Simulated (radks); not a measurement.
The numbers below are computed, except where a source is named.
Coherent X-ray form factor from a spherical all-electron density. Code: a radial shooting solver on a logarithmic mesh with Libxc functionals. Model: Dirac Kohn-Sham, exchange-only PBE, spin-unpolarised, spherical densities, finite nucleus; Fermi nuclear charge, rms radius of each element as measured or else 0.836 A^(1/3) + 0.57 fm.

| sin(theta)/lambda (1/angstrom) | f0 (electrons) |
|---|---|
| 0.05 | 50.892 |
| 0.1 | 50.571 |
| 0.15 | 50.043 |
| 0.2 | 49.318 |
| 0.25 | 48.411 |
| 0.3 | 47.338 |
| 0.4 | 44.776 |
| 0.5 | 41.810 |
| 0.6 | 38.625 |
| 0.8 | 32.263 |
| 1 | 26.716 |
| 1.25 | 21.557 |
| 1.5 | 18.197 |
| 2 | 14.395 |

The species is in the configuration that NIST lists as its ground one. Which atom or ion scatters so?

Answer. The osmium ion Os25+, [Kr] 4d10 4f5. Extrapolating in s^2 from the first two rows gives f0(0) = 51.0, near the electron count 51; among species with that count, the fall with angle is slower the higher Z, and the table is that of Z = 76; from so few rows the species is fixed only to a neighbour or two.
